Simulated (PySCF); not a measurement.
4,5-dihydro-1,3-oxazol-2-ylsilane (C₃H₇NOSi), SMILES [SiH3]C1=NCCO1. Geometry: PBE-D3(BJ)/def2-SVP. Other conformers were not sampled.

Computed equilibrium geometry at PBE-D3(BJ)/def2-SVP (PySCF confirms it by a frequency run) as bond lengths and angles, and its point group (one conformer of several):
point group Cs.
Atoms: Si1 C2 N3 C4 C5 O6 H7 H8 H9 H10 H11 H12 H13. Bonded distances (Å): Si1–C2 1.901, Si1–H7 1.503, Si1–H8 1.503, Si1–H9 1.497, C2–N3 1.285, C2–O6 1.372, N3–C4 1.471, C4–C5 1.552, C4–H10 1.111, C4–H11 1.111, C5–O6 1.454, C5–H12 1.109, C5–H13 1.109. Angles (°): C2–Si1–H7 109.1, C2–Si1–H8 109.1, C2–Si1–H9 108.6, H7–Si1–H8 108.9, H7–Si1–H9 110.6, H8–Si1–H9 110.6, Si1–C2–N3 125.1, Si1–C2–O6 116.4, N3–C2–O6 118.5, C2–N3–C4 106.4, N3–C4–C5 105.2, N3–C4–H10 109.6, N3–C4–H11 109.6, C5–C4–H10 112.9, C5–C4–H11 112.9, H10–C4–H11 106.6, C4–C5–O6 103.7, C4–C5–H12 113.9, C4–C5–H13 113.9, O6–C5–H12 108.2, O6–C5–H13 108.2, H12–C5–H13 108.6, C2–O6–C5 106.1.
